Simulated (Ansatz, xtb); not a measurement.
## Two isomers of C4H5ClOS

We compare a, `C=C(Cl)[C@@H](O)C=S`, a singlet, with b, `C=C(Cl)/C(O)=C/S`, a singlet. Both are isolated molecules in the gas phase, relaxed with PBE-D3(BJ)/def2-SVP; the shapes shown needn't be the lowest conformers.

a (Å):

```xyz
12

C    -2.7408    0.8557    0.0623
C    -1.4207    0.9635   -0.1403
C    -0.4915   -0.2314   -0.3788
C     0.0443   -0.1568   -1.7955
Cl   -0.5920    2.5070   -0.1428
O    -1.1166   -1.4325   -0.0845
S    -0.0699   -1.4088   -2.8329
H    -3.3718    1.7370    0.2395
H    -3.1792   -0.1521    0.0701
H     0.4045   -0.0618    0.2808
H    -1.0400   -1.9710   -0.9181
H     0.5126    0.8079   -2.0750
```

b (Å):

```xyz
12

C    -3.0946    0.3212    0.5090
C    -2.3328    0.4079   -0.6012
C    -0.9190   -0.0155   -0.6440
C    -0.1263    0.0694   -1.7571
Cl   -3.0004    1.0502   -2.0851
O    -0.4706   -0.4972    0.5329
S     1.5212   -0.5895   -1.6744
H    -4.1429    0.6480    0.5084
H    -2.6525   -0.0859    1.4284
H     0.4755   -0.7487    0.3576
H    -0.5169    0.4579   -2.7053
H     2.2091    0.5814   -1.4896
```

Estimate which is lower in electronic energy at CCSD(T)/def2-SVP + ΔMP2/def2-TZVPP, and by roughly how much.

The CCSD(T)/def2-SVP + ΔMP2/def2-TZVPP calculation puts structure b lower, by 5.8 kcal/mol.

How the difference moves with the method:

```csv
level,geometry,E(b) − E(a) (kcal/mol),departure from the last row (kcal/mol),"job, with rough time for the two"
PBE-D3(BJ)/def2-SVP,PBE-D3(BJ)/def2-SVP,−9.3,−3.4,"optimisation, 2 min"
HF/def2-SVP,PBE-D3(BJ)/def2-SVP,−7.6,−1.8,part of the CCSD(T) run
MP2/def2-SVP,PBE-D3(BJ)/def2-SVP,−5.6,+0.3,part of the CCSD(T) run
CCSD(T)/def2-SVP,PBE-D3(BJ)/def2-SVP,−5.3,+0.6,single point
CCSD(T)/def2-SVP + ΔMP2/def2-TZVPP,PBE-D3(BJ)/def2-SVP,−5.8,,"single point, 3.1 min"
```

As drawn, b has 1 C=C, 1 C–S, 1 S–H in place of 1 C–C, 1 C=S, 1 C–H.

The levels shown agree on the order. The largest departure from CCSD(T)/def2-SVP + ΔMP2/def2-TZVPP is that of PBE-D3(BJ)/def2-SVP, 3.4 kcal/mol. No reliable frequencies are at hand for b, so it isn't confirmed as a minimum. Levels run at GFN2-xTB geometries aren't shown. The last row adds to CCSD(T) the change of the MP2 difference between the two basis sets, here −0.6 kcal/mol.

The correlated steps freeze 15 core orbitals. Run with Ansatz 0.2.0, xtb 6.7.1; the last row on 2 threads of Intel(R) Xeon(R) Processor @ 2.50GHz (Skylake/Cascade Lake) on a shared host.
